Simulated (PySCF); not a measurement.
# Reading the logs of faulty runs: AlF2O anion

These are calculations, not measurements. They come from PySCF 2.14.0, an open-source quantum chemistry program, on an isolated molecule that a program drew, which may never have been made. The molecule is AlF2O anion (charge -1, singlet), drawn as the SMILES string `[O-][Al]([F])[F]`.

Each row is a Hartree-Fock (HF) and frozen-core CCSD(T) single point in the aug-cc-pV(D+d)Z basis, meant for a local HF minimum. Run 1 is clean. Each other run has one planted mistake out of seven kinds, and not every kind appears here: one electron removed, one electron added, multiplicity raised by two, geometry at a saddle point, minimal basis STO-3G, one bond length entered in bohr, all coordinates scaled. The reference is restricted for singlets and unrestricted otherwise, and also for a bond in bohr. Adding or removing an electron swaps singlet and doublet. Electrons count all cores. HOMO and LUMO are orbital energies over both spins, the gradient is its largest component, and the lowest frequency (negative if imaginary) is given only where the gradient is small. Bond lengths are over the 3 bonds as drawn. T1 is the CCSD diagnostic: over 0.02 (restricted) or 0.045 (unrestricted) a single reference is doubtful.

Geometry of the clean run:
```xyz
4
AlF2O anion, angstrom
O     0.3173   -1.4368    0.6033
Al   -0.6246   -1.0519   -0.6442
F    -0.4320   -1.4714   -2.2583
F    -2.0317   -0.1363   -0.6385
```

| run | electrons | basis functions | <S^2> | HOMO (eV) | LUMO (eV) | gradient (hartree/bohr) | lowest frequency (cm^-1) | mean bond (Å) | longest bond (Å) | T1 | HF (hartree) | CCSD(T) (hartree) | mistake |
|---|---|---|---|---|---|---|---|---|---|---|---|---|---|
| 1 | 40 | 101 | 0.000 | -5.01 | 3.84 | 1.6e-05 | 297 | 1.6558 | 1.679 | 0.0195 | -515.91274 | -516.62956 | no fault |
| 2 | 40 | 101 | 0.000 | -7.15 | 3.42 | 3.0e-02 | - | 2.1537 | 3.172 | 0.0276 | -515.76346 | -516.50022 | one bond length entered in bohr |
| 3 | 39 | 101 | 0.756 | -15.20 | -0.09 | 1.0e-01 | - | 1.6558 | 1.679 | 0.0161 | -515.84411 | -516.49188 | one electron removed |
| 4 | 40 | 101 | 0.000 | -5.05 | 3.83 | 1.6e-01 | - | 1.4968 | 1.518 | 0.0172 | -515.85111 | -516.54833 | all coordinates scaled |
| 5 | 40 | 24 | 0.000 | 2.93 | 19.08 | 1.7e-02 | - | 1.6558 | 1.679 | 0.0241 | -508.78398 | -508.90860 | ? |
| 6 | 40 | 101 | 2.005 | 0.33 | 3.37 | 9.2e-02 | - | 1.6558 | 1.679 | 0.0230 | -515.82937 | -516.49287 | ? |

**Which mistake was planted in run 5, and what did it cost?**

It has 24 basis functions where the clean run has 101, with the same electrons and geometry. So the mistake is: minimal basis STO-3G. Subtracting run 1 and multiplying by 627.51 kcal/mol a hartree, the energy moved by 4473.4 kcal/mol in HF and 4845.0 kcal/mol in CCSD(T).

**Which mistake was planted in run 6, and what did it cost?**

Electrons, basis and geometry are unchanged, and <S^2> is 2.005, beside S(S+1) = 2.00 for a multiplicity of 3. So the mistake is: multiplicity raised by two. Subtracting run 1 and multiplying by 627.51 kcal/mol a hartree, the energy moved by 52.3 kcal/mol in HF and 85.8 kcal/mol in CCSD(T).

Cautions from the logs. Run 5: T1 is over the limit, so its CCSD(T) energy is less reliable and the HOMO is above zero, so the electron isn't bound and the energy depends on the basis; run 6: the HOMO is above zero, so the electron isn't bound and the energy depends on the basis.
